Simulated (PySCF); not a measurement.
Several molecules and their computed UV-vis stick spectra, shuffled. The calculation used TDDFT B3LYP/def2-SVPD, vertical, gas phase, core orbitals frozen in the response in PySCF. Geometries: PBE0-D3(BJ)/def2-SVP; one conformer of each isolated species. Triplets are in the Tamm–Dancoff approximation. Relativistic effects are left out although some hold elements past zinc.

A. `C=[N][GaH2-][n+]1ccccc1`
B. `C[SiH2][Si@@H](N)O[SiH3]`
C. `C(#C/C=C\C#CC)C#C`
D. `O(/C(Cl)=C/C(C)C)C=O`
E. `[H]/N=C(\C#C)C#N`

Lowest singlet levels (six at most, fewer where fewer were computed) with oscillator strengths:

1. 330 nm (f 0.000); 321 nm (f 0.383); 298 nm (f 0.000); 295 nm (f 0.000); 254 nm (f 0.133); 226 nm (f 0.193); T1 2.37 eV
2. 208 nm (f 0.029); 201 nm (f 0.015); 189 nm (f 0.034); 181 nm (f 0.022); 175 nm (f 0.005); 173 nm (f 0.010); T1 5.49 eV
3. 442 nm (f 0.000); 371 nm (f 0.000); 318 nm (f 0.000); 285 nm (f 0.034); 254 nm (f 0.008); 243 nm (f 0.051); T1 2.80 eV
4. 240 nm (f 0.017); 214 nm (f 0.001); 197 nm (f 0.111); 188 nm (f 0.251); 179 nm (f 0.004); 177 nm (f 0.009)
5. 293 nm (f 0.002); 248 nm (f 0.000); 236 nm (f 0.107); 216 nm (f 0.000); 204 nm (f 0.106); 196 nm (f 0.000); T1 3.41 eV

Question: Which spectrum belongs to which structure?

Answer: 1 = C, 2 = B, 3 = A, 4 = D, 5 = E.
- A: S1 at 2.81 eV, HOMO→LUMO (100%); Löwdin shares by element: HOMO nitrogen 55% or more, carbon 17% or more, gallium 8%, hydrogen 7% or more; LUMO carbon 49% or more, nitrogen 22% or more (atoms not listed hold the other 29%); HOMO -5.56 and LUMO -2.07 eV; point group Cs, 3 of its 6 listed states under f = 0.0005.
- B: S1 at 5.96 eV, HOMO→LUMO (98%); Löwdin shares by element: HOMO silicon 43% or more, oxygen 16%, nitrogen 15% (atoms not listed hold the other 26%); LUMO silicon 42%, carbon 10% (atoms not listed hold the other 49%); HOMO -7.33 and LUMO -0.51 eV.
- C: S1 at 3.76 eV, HOMO-1→LUMO (97%); Löwdin shares by element: HOMO carbon 53% or more (atoms not listed hold the other 47%); LUMO carbon 57% or more (atoms not listed hold the other 43%); HOMO -6.23 and LUMO -2.16 eV; point group Cs, 3 of its 6 listed states under f = 0.0005.
- D: S1 at 5.17 eV, HOMO→LUMO (90%); Löwdin shares by element: HOMO carbon 54% or more, chlorine 23%, oxygen 7% or more (atoms not listed hold the other 16%); LUMO oxygen 41%, carbon 34% or more, hydrogen 6% or more (atoms not listed hold the other 19%); HOMO -7.14 and LUMO -1.00 eV.
- E: S1 at 4.23 eV, HOMO→LUMO (98%); Löwdin shares by element: HOMO (one of a set within 0.03 eV) carbon 48% or more, nitrogen 41% or more; LUMO nitrogen 43%, carbon 36% or more (atoms not listed hold the other 21%); HOMO -8.74 and LUMO -3.11 eV; point group Cs, 3 of its 6 listed states under f = 0.0005.
